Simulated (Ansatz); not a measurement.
C₃H₇FSn (`C=[C](F)[SnH2][CH3]`). The species carries charge 0 and has multiplicity 1. Sn: def2 effective core potential. The structure was optimised at the PBE0-D4/def2-TZVP level. It is one conformer, not always the lowest.

```xyz
12

C     1.209    1.421    0.899
C     0.041    1.525    0.286
F    -0.537    2.743    0.183
Sn   -1.073   -0.087   -0.591
C     0.066   -1.869   -0.291
H     1.711    2.286    1.318
H     1.684    0.453    0.990
H    -2.596   -0.178    0.178
H    -1.295    0.245   -2.252
H     1.039   -1.773   -0.774
H    -0.457   -2.723   -0.720
H     0.209   -2.043    0.775
```

**Question.** What is the dipole moment at B3LYP/def2-TZVPP? (Estimate.)

**Answer.** Computed: 2.08 D, with components (0.79, -1.92, 0.09) D in this frame, pointing from negative to positive charge.

**Question.** And with PBE, r2SCAN, ωB97M-V? (Best estimate.)

**Answer.** The calculation gave: PBE 1.93 D, r2SCAN 2.01 D, ωB97M-V 2.07 D.

**Question.** Give the Mulliken charges with B3LYP, PBE, r2SCAN in def2-TZVPP. (An estimate is asked.)

**Answer.** The calculation gave: 
```csv
atom,B3LYP,PBE,r2SCAN
C1,-0.25,-0.23,-0.22
C2,0.00,-0.01,0.00
F3,-0.21,-0.16,-0.20
Sn4,0.73,0.65,0.69
C5,-0.60,-0.58,-0.50
H6,0.11,0.10,0.09
H7,0.10,0.09,0.08
H8,-0.13,-0.12,-0.13
H9,-0.13,-0.12,-0.13
H10,0.13,0.13,0.10
H11,0.13,0.13,0.10
H12,0.13,0.13,0.10
```

B3LYP here is the variant with VWN-RPA as its local correlation; programs differ in this.
